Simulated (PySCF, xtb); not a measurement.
Cl₂FHSSi, SMILES Cl[Si](F)(S)Cl. One conformer was computed; it need not be the lowest.

Harmonic wavenumbers (cm⁻¹) from GFN2-xTB in xtb at its own minimum, in rising order: 78, 119, 133, 178, 201, 216, 410, 553, 572, 728, 806, 2444.

Q: What does PBE-D3(BJ)/def2-SVP (PySCF) give at its own minimum? (The exact figures need the calculation; the answer reports its results.)

A: 112, 141, 191, 212, 249, 258, 429, 601, 606, 736, 897, 2607. Paired by order, the mean absolute difference is 50 cm⁻¹ and the zero-point energies are 9.2 and 10.1 kcal/mol.
